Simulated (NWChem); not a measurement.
AlH2 cation; SMILES [AlH2+]

```xyz
3

Al     0.0000     0.0000     0.0000
H      0.0000     0.0000    -1.5536
H      0.0000     0.0000     1.5536
```
Atoms are numbered in this order, from 1.

Coordinates come from a PBE0-D3(BJ)/def2-TZVP optimisation.

Problem. Split the isotropic spin-spin couplings (Hz) from B3LYP/6-31G** (spherical d) (NWChem) into Fermi-contact, spin-dipolar, paramagnetic and diamagnetic spin-orbit terms, for the pairs 1–3, 2–3.

Solution. 
| pair | FC | SD | PSO | DSO | total |
|---|---|---|---|---|---|
| 27Al(1)–1H(3) | 476.29 | 1.62 | -0.07 | -0.14 | 477.69 |
| 1H(2)–1H(3) | 158.72 | 0.17 | 0.68 | -4.13 | 155.44 |
